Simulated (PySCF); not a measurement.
CH3F2Sb. Atoms are numbered in the order given.

```xyz
7

Sb    -0.0831    -0.0876     0.3663
F     -1.1367    -0.8987    -1.0722
F     -0.2810     1.7658    -0.2368
C      1.7867    -0.3574    -0.7030
H      1.6665     0.1377    -1.6860
H      1.9876    -1.4373    -0.8469
H      2.6239     0.1088    -0.1470
```
Charge 0, spin multiplicity 1.

Coordinates come from a PBE-D3(BJ)/def2-SVP optimisation. The def2 effective core potentials stand for the cores of Sb; spin–orbit coupling is left out.

Computed with PBE-D3(BJ)/def2-SVP (PySCF).

Frequencies are harmonic and unscaled.

| mode | ν (cm⁻¹) | IR (km/mol) | Raman (Å⁴/amu) | depolarisation | moving atoms (share of kinetic energy) |
|---|---|---|---|---|---|
| 1 | 28 | 0.1 | 0.0 | – | H 97 % |
| 2 | 154 | 0.0 | 2.1 | 0.75 | F 46 %, C 29 %, H 20 % |
| 3 | 172 | 8.6 | 1.5 | 0.75 | F 68 %, C 15 %, H 10 % |
| 4 | 202 | 10.8 | 1.5 | 0.75 | F 66 %, Sb 17 %, C 8 %, H 8 % |
| 5 | 501 | 30.2 | 26.2 | 0.32 | C 70 %, H 19 %, Sb 12 % |
| 6 | 602 | 59.2 | 5.9 | 0.74 | F 85 %, Sb 14 % |
| 7 | 606 | 43.9 | 7.9 | 0.07 | F 87 %, Sb 12 % |
| 8 | 709 | 9.6 | 1.7 | 0.74 | H 80 %, C 18 % |
| 9 | 716 | 17.2 | 1.9 | 0.74 | H 80 %, C 18 % |
| 10 | 1157 | 3.5 | 5.9 | 0.26 | H 82 %, C 18 % |
| 11 | 1365 | 8.9 | 14.3 | 0.73 | H 95 % |
| 12 | 1369 | 8.1 | 14.9 | 0.73 | H 95 % |
| 13 | 2981 | 1.3 | 135.7 | 0.00 | H 98 % |
| 14 | 3099 | 1.9 | 80.3 | 0.75 | H 90 %, C 10 % |
| 15 | 3110 | 0.8 | 70.0 | 0.75 | H 90 %, C 10 % |
